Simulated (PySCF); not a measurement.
**Two probes of the same atoms: core binding energy and nuclear shielding**

Species: C₇H₁₂BN.
SMILES with atom numbers: `[CH3:1][CH:2]([CH3:3])[N:4]1[BH:5][CH:6]=[CH:7][CH:8]=[CH:9]1`

Binding energies: delta-SCF UKS SCAN, pcX-2 on the ionised atom, pcseg-1 elsewhere, spin-free X2C in PySCF. Shieldings: GIAO CAM-B3LYP/pcSseg-1, non-relativistic, same geometry.

```
atom  C 1s (eV)
  C1     290.74
  C2     291.65
  C6     288.94
  C7     290.13
  C8     289.88
  C9     290.95
```

Problem. What are the absolute isotropic shieldings of these atoms?

Solution. 
```csv
atom,environment,C 1s (eV),isotropic shielding (ppm)
C6,unsaturated ring CH carbon,288.94,40.8
C8,unsaturated ring CH carbon,289.88,63.3
C7,unsaturated ring CH carbon,290.13,27.9
C1,methyl carbon,290.74,156.8
C9,unsaturated ring CH carbon,290.95,39.4
C2,sp3 carbon bound to nitrogen,291.65,123.4
```

Problem. Among the listed atoms, is the one with the highest binding energy also the least shielded?

Solution. No. The highest binding energy is at C2 (291.65 eV, shielding 123.4 ppm), the lowest shielding at C7 (27.9 ppm, 290.13 eV).

Over these 6 sites the two quantities correlate at r = 0.55. By binding energy: C6 < C8 < C7 < C1 < C9 < C2. By shielding: C7 < C9 < C6 < C8 < C2 < C1.

Of atoms equivalent by bonding only the ionised one is listed; its partners' own values can differ in this conformer. One conformer (not necessarily the lowest) at the PBE0-D3(BJ)/def2-SVP geometry, without solvent, vibrations or thermal averaging.

Shape of the structure used: `[CH3:1][CH:2]([CH3:3])[N:4]1[BH:5][CH:6]=[CH:7][CH:8]=[CH:9]1`: C1–C2–N4–B5 118°.
